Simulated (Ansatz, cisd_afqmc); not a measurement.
Species: Sn, charge 0, triplet.

Quantity: electron affinity (Sn- (quartet) against Sn (triplet)), in eV. Open shells are spin-unrestricted; no spin-orbit coupling. Cores are frozen in correlated methods (noble-gas shells, and filled d and f shells in the p block). Past Kr the def2 sets carry scalar-relativistic core potentials. The Monte Carlo rows (phaseless AFQMC, CISD trial, step 0.005/hartree) carry one-sigma bars that omit the constraint's bias. Outlying blocks are dropped, and bars are widened where a walk drifts. Over all cases where full CI ran beside it in this data, AFQMC minus full CI had a median of +0.1 mEh and passed +0.4 mEh in a tenth of the cases. CBS(X,Y): correlation extrapolated as X^-3, Hartree-Fock from the larger set. A bracket is a step between two methods taken in the basis named. Spin-orbit terms, left out, reach several kcal/mol for Br and I, and more for heavier atoms. def2-TZVPD holds few diffuse functions, which lowers the functionals' binding of the extra electron.

| level | program | electron affinity (eV) | difference against the last row |
|---|---|---|---|
| HF/def2-SVPD | Ansatz | 0.74 | -0.67 |
| PBE0/def2-TZVPD | Ansatz | 1.33 | -0.08 |
| B2GP-PLYP/def2-TZVPD | Ansatz | 1.19 | -0.22 |
| MP2/def2-TZVPPD | Ansatz | 1.28 | -0.13 |
| CCSD/def2-SVPD | Ansatz | 1.02 | -0.39 |
| CCSD/def2-QZVPPD | Ansatz | 1.33 | -0.08 |
| CCSD(T)/def2-QZVPPD | Ansatz | 1.37 | -0.04 |
| CCSDT(Q)/def2-TZVPPD | Ansatz | 1.30 | -0.11 |
| CCSDT(Q)/def2-QZVPPD | Ansatz | 1.38 | -0.03 |
| CCSDTQ/def2-SVPD | Ansatz | 1.04 | -0.37 |
| AFQMC/CISD/def2-QZVPPD | cisd_afqmc | 1.37 ± 0.01 | -0.04 |
| CCSD(T)/CBS(def2-TZVPPD,def2-QZVPPD) + [CCSDTQ - CCSD(T)]/def2-SVPD | Ansatz | 1.40 | -0.01 |
| CCSD(T)/CBS(def2-TZVPPD,def2-QZVPPD) + [CCSDT(Q) - CCSD(T)]/def2-QZVPPD + [CCSDTQ - CCSDT(Q)]/def2-TZVPPD | Ansatz | 1.41 | 0.00 |

Ansatz is a program for electronic structure.
